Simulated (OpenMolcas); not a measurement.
## V2+: moving the ligands

V2+ with 6 ligands (fluoride) in octahedral coordination (Oh) at 2.1 Å. A charge of +0.667 e stands 3.2 Å behind each ligand. Ligand basis ANO-RCC-VDZP.
```
V     0.0000    0.0000    0.0000
F     2.1000    0.0000    0.0000
F     0.0000    2.1000    0.0000
F    -2.1000    0.0000    0.0000
F     0.0000   -2.1000    0.0000
F     0.0000    0.0000    2.1000
F     0.0000    0.0000   -2.1000
```

```
Program             : OpenMolcas
Method              : SS-CASPT2, IPEA 0.25 Eh, imaginary shift 0.1 Eh (closed shells correlated: 3s 3p and the ligand valence shells)
Basis               : ANO-RCC-VTZP [6s5p3d2f1g]
Scalar Hamiltonian  : DKH2, point nucleus
Active space        : 3 electrons in 5 orbitals (3d)
State averaging     : 2S+1 = 4 even, 10 roots; 2S+1 = 2 even, 40 roots
Spin-orbit coupling : state interaction with AMFI integrals over the reference wave functions
```

Runs around this geometry, states (labels of O, the rotations of Oh). Energies in cm-1 above the lowest state or level, χT in cm3 K/mol.

| R (Å) | Ground state | First state of that spin | First gap with spin-orbit (degeneracies) | χT at 300 K | First state of another spin |
| --- | --- | --- | --- | --- | --- |
| 2.05 | 4A2 | 4T2 11310 | 11240 (4, 2) | 1.855 | 2E 13040 |
| 2.1 | 4A2 | 4T2 9950 | 9880 (4, 2) | 1.852 | 2E 13020 |
| 2.15 | 4A2 | 4T2 8750 | 8680 (4, 2) | 1.848 | 2E 13000 |

Taking the first state of the same spin as R^-n, n = -ln(8750 / 11310) / ln(2.15 / 2.05) = 5.4 between the shortest and longest distance.

Roots that are degenerate in the reference are averaged as groups; the widest CASPT2 spread within a group is 390 cm-1 (the 2-fold group of multiplicity 2 near 25800 cm-1 above the lowest state of its run, R = 2.05). Shifts and gaps below about the spread of the groups concerned are not significant. Over all roots computed the reference weight is 0.70 to 0.71 in R = 2.05, 0.70 to 0.71 in R = 2.1, 0.70 to 0.71 in R = 2.15; a low but even weight reflects the number of correlated electrons. Ligand-to-metal charge-transfer states are missing. These CASPT2 states fit no ligand-field parameters well, so their order and spin gaps are uncertain. With no ligand orbital active B as a rule stays too high, so bands that hang on it stand too high and its fall with covalency is understated. With one d shell and no ligand orbital active, 10Dq can be off by tens of per cent for divalent 3d ions, low with halides held by bare charges and at times high in hosts. Free-ion shares, where given, are those of the reference states; single-state CASPT2 does not remix them. No measured value stands beside these numbers; the geometry was imposed, not optimised, and the real ion may take another.
